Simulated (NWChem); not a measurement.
# WHF5; SMILES [F][WH]([F])([F])([F])[F]

All runs: NWChem. Structure relaxed at the PBE0/def2-SVP level. Not confirmed as a minimum by frequencies. def2 effective core potentials on W; no spin-orbit coupling. Level BLYP/def2-SVP: single points from the atomic guess with DIIS by default; each run changes one setting, and all converged runs end within 0.3 mHa of each other. NWChem's automatic level shift, which a small gap switches on, acted in some of these runs.

```
setting                          SCF iterations
-------------------------------  --------------
defaults                                     16
DIIS on 20 Fock matrices                     17
70 % damping for 30 cycles                   33
occupation smearing of 0.005 Ha              11
DIIS on 3 Fock matrices                      15
core-Hamiltonian guess                       20
```
